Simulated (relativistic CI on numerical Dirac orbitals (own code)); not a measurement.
One change at a time: Nd7+

Base calculation: Dirac-Coulomb-Breit CI, orbitals from a KLI potential per configuration, a model potential for QED, unscaled Slater integrals.

CI space (outside the closed core [Kr] 4d10): 4f²5s²5p³, 4f5s²5p⁴, 4f³5s²5p², 4f²5s5p⁴, 4f²5s²5p²5d, 4f5s5p⁵, 5s²5p⁴5d, 4f5s²5p³5d, 4f³5s²5p5d, 5s²5p⁴6s, 4f5s²5p³6s, 4f³5p⁴, 4f²5s²5p²6s, 5s²5p⁴5g, 5s²5p³6s6p, 5s²5p⁵, 5s5p⁶, 4f⁴5s²5p, 4f⁵5s², 4f⁴5s²5d, 4f²5p⁵, 4f5p⁶, 4f5p⁵5d, 4f5p⁵6s, 5s²5p⁴6p, 5s5p⁵6p, 5s²5p⁴5f, 5s5p⁵5f, 4f5s5p⁴5d, 5s5p⁵5d, 5s5p⁴5d², 5s5p⁴5d6s. Double excitations out of closed p, d and f shells are left out; levels of such configurations are missing from the list, as are those of other unlisted configurations, and high levels can miss mixing partners.

The lowest level and the first level of each name with at least 55 % of one term (blank where a level has no safe partner in the second run):

```csv
Level,Base (cm⁻¹),Shift (cm⁻¹)
4f5s²5p⁴ ⁴F°5/2,0.0,0.0
4f5s²5p⁴ ⁴F°7/2,450.8,+114.2
4f5s²5p⁴ ⁴F°9/2,3079.7,+110.3
4f5s²5p⁴ ⁴G°11/2,11000.7,-977.3
4f²5s²5p³ ⁶H°13/2,38691.6,+229.9
4f²5s²5p³ ⁶H°15/2,42055.7,+256.9
4f²5s²5p³ ⁶F°1/2,43601.2,-543.1
4f5s²5p⁴ ²D°3/2,57477.4,-2020.4
5s²5p⁵ ²P°1/2,57657.8,-2267.3
```

At this charge configurations can still be misplaced by up to about 7 % of their energy. Levels and lines within the n = 5 or 6 shells can be off by up to 10 % or somewhat more, and those that change n by about 2 %, since core polarisation is missing. Levels that differ in their count of f electrons can be misplaced by several ten thousand cm⁻¹, since the correlation energy of f electrons is missing or only estimated; rates across such gaps can be off by orders of magnitude. The computed lowest level isn't the tabulated ground level, which NIST ASD gives as 4f2 5s2 5p3 °.

(1) One thing was changed in a second run, which moved the levels as shown. Which?
A. non-relativistic limit
B. configuration mixing switched off
C. QED terms removed
D. valence Slater integrals scaled by 0.9
E. Breit term removed

Results:

(1) D. Valence Slater integrals scaled by 0.9. Scaling acts on the splittings between terms and on the mixing, and leaves the fine structure of pure LS terms nearly alone; in jj coupling it moves the levels of one term differently.

LS names give the leading component of a level, which can be under half, so a name can repeat, a term be missing and a line seem to break the LS rules.
